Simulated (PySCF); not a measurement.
## Radial density of Si⁻ (silicon, charge -1)

PBEsol, [Ne] 3s2 3p3, high-spin 4S determinant. Computed with PySCF 2.14 in aug-cc-pwCVDZ (6s5p3d, 36 functions), with no relativity, point nucleus.

| r (bohr) | 4πr²ρ (e/bohr) | 4πr²(ρα − ρβ) |
| --- | --- | --- |
| 0.00161 | 0.05484 | 0.0000 |
| 0.00271 | 0.1509 | 0.0000 |
| 0.00456 | 0.4044 | 0.0000 |
| 0.00768 | 1.050 | -0.0001 |
| 0.0129 | 2.566 | -0.0002 |
| 0.0217 | 5.686 | -0.0002 |
| 0.0365 | 10.67 | 0.0003 |
| 0.0614 | 15.26 | 0.0048 |
| 0.103 | 14.43 | 0.0245 |
| 0.174 | 9.884 | 0.0814 |
| 0.292 | 12.24 | 0.1481 |
| 0.492 | 13.46 | 0.0809 |
| 0.827 | 4.954 | 0.0170 |
| 1.39 | 1.685 | 0.5003 |
| 2.34 | 1.797 | 0.9669 |
| 3.94 | 0.6490 | 0.5004 |
| 6.62 | 0.1023 | 0.0977 |
| 11.1 | 0.005718 | 0.0057 |

At PBEsol the highest occupied level has a positive energy, so only the finite basis holds that electron; in a semilocal or global hybrid functional this comes from self-interaction and does not mean that the real anion is unbound.
